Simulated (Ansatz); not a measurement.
Vertical ionisation energy (eV) of eight silicon and germanium compounds: PBE beside CAM-B3LYP, computed with Ansatz (a first-principles code) for isolated molecules in the bases named; differences from unrounded values. The eight are the first of their class met in an unordered collection, after screening for sound electronic states; none was chosen by its value. Functionals give these values as differences of separate SCF runs (ΔSCF), EOM-CCSD as a root; each molecule has one DFT geometry for both levels.

```csv
molecule,basis,CAM-B3LYP
"Si(F)3(vinyl) (C2H3F3Si), SMILES F[Si](F)(F)C=C",def2-SVPD,11.44
"C2H9FSi3, SMILES C[Si]1(F)[SiH2]C[SiH2]1",def2-SVPD,8.91
"Se(NH2)(OSiH3) (H₅NOSeSi), SMILES N[Se]O[SiH3]",def2-SVPD,9.02
"GeFCl₃, SMILES [F][Ge]([Cl])([Cl])[Cl]",def2-SVPD,12.31
"Si(OH)3(NH2) (H5NO3Si), SMILES O[Si](N)(O)O",def2-SVPD,10.70
"CH9FOSi3, SMILES C[SiH2][SiH2]O[SiH2]F",def2-SVPD,9.84
"silyloxysilylformaldehyde (CH₆O₂Si₂), SMILES O=C[SiH2]O[SiH3]",def2-SVPD,9.64
"C2H11NSi3, SMILES [SiH3]N1[SiH2]CC[SiH2]1",def2-SVPD,9.20
```

Problem. Estimate the PBE values and say how PBE differs from CAM-B3LYP over the set. (Estimate from the structure and the level; the computed values follow.)

Solution. 
```json
[
 {"molecule": "Si(F)3(vinyl) (C2H3F3Si), SMILES F[Si](F)(F)C=C", "PBE": "11.33", "difference": "-0.11"},
 {"molecule": "C2H9FSi3, SMILES C[Si]1(F)[SiH2]C[SiH2]1", "PBE": "8.60", "difference": "-0.31"},
 {"molecule": "Se(NH2)(OSiH3) (H₅NOSeSi), SMILES N[Se]O[SiH3]", "PBE": "8.68", "difference": "-0.34"},
 {"molecule": "GeFCl₃, SMILES [F][Ge]([Cl])([Cl])[Cl]", "PBE": "11.36", "difference": "-0.95"},
 {"molecule": "Si(OH)3(NH2) (H5NO3Si), SMILES O[Si](N)(O)O", "PBE": "10.03", "difference": "-0.67"},
 {"molecule": "CH9FOSi3, SMILES C[SiH2][SiH2]O[SiH2]F", "PBE": "9.38", "difference": "-0.46"},
 {"molecule": "silyloxysilylformaldehyde (CH₆O₂Si₂), SMILES O=C[SiH2]O[SiH3]", "PBE": "9.04", "difference": "-0.60"},
 {"molecule": "C2H11NSi3, SMILES [SiH3]N1[SiH2]CC[SiH2]1", "PBE": "8.70", "difference": "-0.51"}
]
```
PBE lies below CAM-B3LYP in 8 and above it in 0 of the eight; the mean signed difference is -0.49 and the largest -0.95 eV.
